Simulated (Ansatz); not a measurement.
Geometry optimisation, RHF/def2-SVP (Ansatz 0.2.0).

input.yaml

```yaml
crystal:
  periodic: [false, false, false]
  atoms:
    - { symbol: Ge, position_ang: [0.0, 0.0, 0.0] }
    - { symbol: H, position_ang: [0.0, 0.0, 1.9] }
    - { symbol: Cl, position_ang: [2.0935, 0.0, -0.7393] }
    - { symbol: H, position_ang: [-0.73, 1.2648, -0.5162] }
    - { symbol: H, position_ang: [-0.73, -1.2648, -0.5162] }
    - { symbol: F, position_ang: [1.0384, 1.566, 0.6243] }
    - { symbol: H, position_ang: [0.5576, 0.8409, 1.7574] }
basis:
  gaussian: { orbitals: def2-SVP }
hamiltonian:
  xc: hf
relax:
  f_tol: 0.15
  max_steps: 25
  restrain:
    - { distance: [0, 5], at: 1.68, k: 30.0 }
    - { distance: [6, 1], at: 0.66, k: 30.0 }
    - { distance: [0, 1], at: 2.75, k: 30.0 }
    - { distance: [6, 5], at: 2.12, k: 30.0 }
```

Run as:

```bash
$ ansatz run input.yaml --threads 1 --pin off --max-ram 2048MiB --backend cpu --events-out ev --progress --plain --runs-dir out
```

Problem. Where does it end, and by what steps?

Solution. It converged. The restraints hold the end off the free minimum. After 8 steps the energy has fallen by 4.519 eV (the restraints' own energy left out); H5 moved furthest, 0.94 Å. Joined: H2–H7 (1.02 → 0.71 Å).

| step | energy less start (eV) | largest force component (eV/Å) | accepted |
| --- | --- | --- | --- |
| 0 | 0.0000 | 4.108 | yes |
| 1 | -0.8102 | 2.574 | yes |
| 2 | -1.3973 | 2.393 | yes |
| 3 | -2.6278 | 1.933 | yes |
| 4 | -3.4576 | 1.297 | yes |
| 5 | -4.0332 | 1.059 | yes |
| 6 | -4.3834 | 1.045 | yes |
| 7 | -4.5140 | 1.262 | yes |
| 8 | -4.5187 | 1.458 | yes |

```xyz
7
Properties=species:S:1:pos:R:3
Ge 0.209 0.423 -0.419
H 0.042 -0.172 2.281
Cl 2.000 -0.247 -1.400
H -0.650 1.184 -1.414
H -0.450 -0.769 0.235
F 0.717 1.566 0.732
H 0.360 0.423 2.495
```

Time of the run: 18 s on 1 thread of Arm Neoverse V1, with other jobs on the host, peak memory 0.16 GiB.
